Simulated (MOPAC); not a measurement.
Input file for MOPAC: PM7 on CH5NSn (SMILES [CH3][Sn][NH2]), a point of a bond scan (R = 0.909 Å).

```
PM7 1SCF PRECISE CHARGE=0 THREADS=1
CH5NSn

Sn    -0.21022964 1    -0.00431139 1     0.35481240 1
C      0.84464248 1     1.52169881 1    -0.85795269 1
H      0.79413401 1     2.50952072 1    -0.39962444 1
H      0.39648323 1     1.57259830 1    -1.85320643 1
H      1.89426564 1     1.23930290 1    -0.96980639 1
N      0.23482637 1    -1.48863841 1    -0.95978615 1
H      0.71137373 1    -1.37853812 1    -1.72622072 1
H     -0.04936391 1    -2.44927177 1    -0.84038326 1
```

It printed:

```
*******************************************************************************
 **                                                                           **
 **                              MOPAC v23.2.5                                **
 **                                                                           **
 *******************************************************************************
 ** MOPAC's Digital Object Identifier: https://doi.org/10.5281/zenodo.6511958 **
 **                                                                           **
 ** Please cite the open-source release paper for use of this MOPAC version:  **
 ** J. E. Moussa and J. J. P. Stewart (2026)                                  **
 ** MOPAC: An open-source semiempirical molecular orbital program             **
 ** J. Open Source Softw., 11(119), 8025, https://doi.org/10.21105/joss.08025 **
 *******************************************************************************

                              PM7 CALCULATION RESULTS

 *******************************************************************************
 *  PM7        - The PM7 Hamiltonian to be used
 *
 *
 *
 *                 CHARGE ON SYSTEM = 0
 *
 *
 *
 *  PRECISE    - TIGHTER CRITERIA TO BE USED
 *  1SCF       - DO 1 SCF AND THEN STOP
 *  THREADS=1  - MULTI-THREADING NOT USED
 *  T=         - A TIME OF 172800.0 SECONDS REQUESTED
 *  DUMP=N     - RESTART FILE WRITTEN EVERY 7200.0 SECONDS REQUESTED
 *******************************************************************************
PM7 1SCF PRECISE CHARGE=0 THREADS=1
 CH5NSn

   ATOM   CHEMICAL          X               Y               Z
  NUMBER   SYMBOL      (ANGSTROMS)     (ANGSTROMS)     (ANGSTROMS)

     1      Sn         -0.21022964  *  -0.00431139  *   0.35481240  *
     2       C          0.84464248  *   1.52169881  *  -0.85795269  *
     3       H          0.79413401  *   2.50952072  *  -0.39962444  *
     4       H          0.39648323  *   1.57259830  *  -1.85320643  *
     5       H          1.89426564  *   1.23930290  *  -0.96980639  *
     6       N          0.23482637  *  -1.48863841  *  -0.95978615  *
     7       H          0.71137373  *  -1.37853812  *  -1.72622072  *
     8       H         -0.04936391  *  -2.44927177  *  -0.84038326  *



          CARTESIAN COORDINATES

    NO.       ATOM           X           Y           Z

     1        Sn         -0.2102     -0.0043      0.3548
     2         C          0.8446      1.5217     -0.8580
     3         H          0.7941      2.5095     -0.3996
     4         H          0.3965      1.5726     -1.8532
     5         H          1.8943      1.2393     -0.9698
     6         N          0.2348     -1.4886     -0.9598
     7         H          0.7114     -1.3785     -1.7262
     8         H         -0.0494     -2.4493     -0.8404

 General Reference for PM7:
 "Optimization of Parameters for Semiempirical Methods VI: More Modifications to the
 NDDO Approximations and Re-optimization of Parameters", J. J. P. Stewart, J. Mol. Mod., 1:32, 19 (2013)
 https://link.springer.com/article/10.1007/s00894-012-1667-x

           Empirical Formula: C H5 N Sn  =     8 atoms



      MOLECULAR POINT GROUP   :   Cs


      RHF CALCULATION, NO. OF DOUBLY OCCUPIED LEVELS = 9


 -------------------------------------------------------------------------------
 PM7 1SCF PRECISE CHARGE=0 THREADS=1
 CH5NSn



     1SCF WAS SPECIFIED, SO BFGS WAS NOT USED
     SCF FIELD WAS ACHIEVED


                              PM7 CALCULATION
                                                       MOPAC v23.2.5 Linux




          FINAL HEAT OF FORMATION =         30.31507 KCAL/MOL =     126.83826 KJ/MOL


          COSMO AREA              =        114.29 SQUARE ANGSTROMS
          COSMO VOLUME            =        104.47 CUBIC ANGSTROMS

          IONIZATION POTENTIAL    =          9.251937 EV
          HOMO LUMO ENERGIES (EV) =         -9.252  2.011
          NO. OF FILLED LEVELS    =          9
          MOLECULAR WEIGHT        =        149.7472         POINT GROUP:  Cs

          MOLECULAR DIMENSIONS (Angstroms)

            Atom       Atom       Distance
            H     8    H     3     5.04930
           Sn     1    H     4     2.36780
            H     5    H     4     1.64214


          SCF CALCULATIONS        =          1





   ATOM   CHEMICAL          X               Y               Z
  NUMBER   SYMBOL      (ANGSTROMS)     (ANGSTROMS)     (ANGSTROMS)

     1      Sn         -0.21022964  *  -0.00431139  *   0.35481240  *
     2       C          0.84464248  *   1.52169881  *  -0.85795269  *
     3       H          0.79413401  *   2.50952072  *  -0.39962444  *
     4       H          0.39648323  *   1.57259830  *  -1.85320643  *
     5       H          1.89426564  *   1.23930290  *  -0.96980639  *
     6       N          0.23482637  *  -1.48863841  *  -0.95978615  *
     7       H          0.71137373  *  -1.37853812  *  -1.72622072  *
     8       H         -0.04936391  *  -2.44927177  *  -0.84038326  *

                             CARTESIAN COORDINATES

   1   Sn       -0.210229640    -0.004311390     0.354812400
   2    C        0.844642480     1.521698810    -0.857952690
   3    H        0.794134010     2.509520720    -0.399624440
   4    H        0.396483230     1.572598300    -1.853206430
   5    H        1.894265640     1.239302900    -0.969806390
   6    N        0.234826370    -1.488638410    -0.959786150
   7    H        0.711373730    -1.378538120    -1.726220720
   8    H       -0.049363910    -2.449271770    -0.840383260


           Empirical Formula: C H5 N Sn  =     8 atoms



      MOLECULAR POINT GROUP   :   Cs


                  EIGENVALUES
 -34.84228 -23.23643 -16.08707 -14.14221 -13.30809 -13.09847 -10.82294  -9.33489
  -9.25194   2.01103   3.17584   3.33991   6.27964   6.38469   6.88092   7.79527
   8.16838


              NET ATOMIC CHARGES AND DIPOLE CONTRIBUTIONS

  ATOM NO.   TYPE          CHARGE      No. of ELECS.   s-Pop       p-Pop
    1         Sn           0.810579        3.1894     1.69853     1.49089
    2          C          -0.795591        4.7956     1.06223     3.73336
    3          H           0.156244        0.8438     0.84376
    4          H           0.150940        0.8491     0.84906
    5          H           0.150940        0.8491     0.84906
    6          N          -1.010878        6.0109     1.57636     4.43452
    7          H           0.264523        0.7355     0.73548
    8          H           0.273242        0.7268     0.72676
 DIPOLE           X         Y         Z       TOTAL
 POINT-CHG.    -2.091     0.352     3.677     4.245
 HYBRID         2.579    -0.866    -4.700     5.430
 SUM            0.489    -0.514    -1.022     1.244


          ATOMIC ORBITAL ELECTRON POPULATIONS

     Atom    s        px        py        pz
    1 Sn   1.69853   0.34429   0.46748   0.67912
    2  C   1.06223   1.22243   1.26778   1.24314
    3  H   0.84376
    4  H   0.84906
    5  H   0.84906
    6  N   1.57636   1.70324   1.29888   1.43240
    7  H   0.73548
    8  H   0.72676

 **********************
 *                    *
 * JOB ENDED NORMALLY *
 *                    *
 **********************




 == MOPAC DONE ==
```

The run finished.

Cost: very roughly 0.05 core-seconds.
